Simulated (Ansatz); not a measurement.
Consider the redistribution: `[OH][Ga]([OH])[O][SiH3]` + `F[Si]Br` → `[OH][Ga]([Br])[O][SiH3]` + `O[Si]F`.

Program: Ansatz. Geometries: PBE0-D4/def2-TZVP. ΔE: electronic, gas phase. CCSD(T)/CBS is the MP2 limit (def2-TZVPP, def2-QZVPP) plus CCSD(T) − MP2 in def2-TZVPP, frozen cores. This one scheme is used for every species. Functionals use def2-TZVPP. For Br, Ga outer-core shells are correlated without core-valence functions, which leaves a few kJ/mol of doubt a bond. Scalar relativity is left out up to krypton. Each species was taken in one conformer, which may not be the lowest.

```
         level  ΔE (kJ/mol)
          PBE0        -87.4
CCSD/CBS(def2)        -90.9
```

(1) What does CCSD(T)/CBS give? (An estimate is asked.)

Largest T1 diagnostic among the species: 0.015.

Results:

(1) Computed: -88.9 kJ/mol. The listed levels differ from it by 1.5, -2.0 kJ/mol.

In def2-TZVPP, CCSD(T) changes the Hartree–Fock value by +10.6 kJ/mol (the triples alone add +2.0 kJ/mol) and MP2 by +10.9 kJ/mol. From PBE to PBE0 (25 % exact exchange), in def2-TZVPP and without D4, ΔE moves by −7.0 kJ/mol.
